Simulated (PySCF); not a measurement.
A calculated (r2SCAN, PySCF 2.14, x2c-TZVPPall with one added diffuse shell each of s, p type, scalar relativity by spin-free X2C-1e) atom or ion has these occupied shells.

| shell | electrons | orbital energy (eV) | rms radius, mean of both spins (bohr) |
| --- | --- | --- | --- |
| 1s α | 1 | -8.024 | 1.76 |

**Question.** Name the element and its charge.

**Answer.** H (hydrogen, neutral), in 1s1, 2S determinant.
